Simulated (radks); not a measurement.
The numbers below are computed, except where a source is named.
Ni+, 27 electrons, occupied as [Ar] 3d9.

Code: a radial shooting solver on a logarithmic mesh with Libxc functionals. Model: scalar-relativistic Kohn-Sham, LB94 model potential, spin-polarised, spherical densities, finite nucleus; open shells are filled with parallel spins first; Fermi nuclear charge, rms radius 3.7757 fm.

Energy parts (hartree):
| part | energy |
|---|---|
| kinetic | 1549.20348 |
| electron-nucleus | -3657.04250 |
| Hartree | 651.14630 |
(The LB94 potential has no energy functional, so no total or exchange-correlation energy is given.)

Orbitals (lengths in bohr, moments of r in powers of bohr; r(90%) holds 90 % of the orbital's charge):
orbital,occ.,eigenvalue (hartree),<r^2>,r(90%)
1s down,1,-304.7736,0.003914,0.0963
1s up,1,-304.7731,0.003914,0.0963
2s down,1,-37.02250,0.07023,0.377
2s up,1,-37.01812,0.07026,0.377
2p down,3,-32.00915,0.05628,0.350
2p up,3,-32.00528,0.05630,0.350
3s up,1,-4.46315,0.6454,1.12
3s down,1,-4.43344,0.6466,1.12
3p up,3,-3.02745,0.7354,1.22
3p down,3,-2.99901,0.7376,1.22
3d up,5,-0.77148,1.442,1.84
3d down,4,-0.74847,1.468,1.86

The highest occupied level is 3d down at -20.367 eV. Spin moment in Bohr magnetons: 1. The density falls to 0.001 e/bohr^3 at r = 3.24 bohr. Summed over all electrons, <r^2> = 19.28 bohr^2, which gives a Langevin (diamagnetic) susceptibility term of -15.3 x 10^-6 cm^3/mol. The electron density at the nucleus is 1.977e+04 e/bohr^3 (large components only). For comparison, the ionisation energy in NIST's Atomic Spectra Database is 18.169 eV (measured). In exact Kohn-Sham theory the highest level is minus the ionisation energy, but local and semilocal functionals leave it too shallow, through self-interaction and a potential that decays too fast; potentials with the right tail come closer. The spin density at the nucleus is 0.1107 e/bohr^3 (1s 0.0231, 2s -0.1327, 3s 0.2203).
